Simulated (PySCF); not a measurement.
## Trend along the fifth-period p block: MMg molecules

PBE0 with double-zeta basis sets in PySCF, for the lowest determinant that a PBE0 search found; no spin–orbit coupling. De refers to high-spin ground-configuration atoms. A positive dipole means M(−)Mg(+).

```csv
M,basis,state (unpaired electrons),Re (Å),ωe (cm⁻¹),De (eV),μ (D)
In,def2-SVP,doublet (π ↑),3.023,151,0.42,1.02
Sn,def2-SVP,triplet (π ↑↑),2.780,219,0.92,2.97
Sb,def2-SVP,"quartet (σ ↑, π ↑↑)",2.873,204,0.62,1.24
I,def2-SVP,doublet (σ ↑),2.612,304,2.29,3.27
```

The shortest bond is that of MgI (2.612 Å), the longest that of MgIn (3.023 Å). MgI is bound most strongly (2.29 eV) and MgIn least (0.42 eV).

The state changes along the series, so neighbouring rows are not always alike in their bonding.

Weak bonds: MgIn. Basis-set superposition, not corrected here, can be much of De in a small basis, most of all at correlated wavefunction levels. Functionals without a dispersion term scatter widely for such bonds, and LDA overbinds them. These are scalar-relativistic numbers at best; spin–orbit coupling would shift them, the dissociation energy most. States were picked by a PBE0 search and need not be the measured ground states.
